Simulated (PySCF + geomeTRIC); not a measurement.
A geometry relaxed with PySCF + geomeTRIC with B3LYP-D3(BJ)/def2-TZVP, charge 0, multiplicity 1:

```xyz
7

H     -0.7962    -0.4010     1.6469
H     -1.9161    -0.9325    -0.4510
S      2.0268    -0.0764    -0.0061
O      0.5709    -0.7045    -0.5360
H     -1.0020     1.2911    -0.0656
Si    -0.8337    -0.1579     0.1888
H      2.0757     1.0011    -0.8185
```

### Question
Write the SMILES of this molecule.

### Answer
`[SiH3]OS`
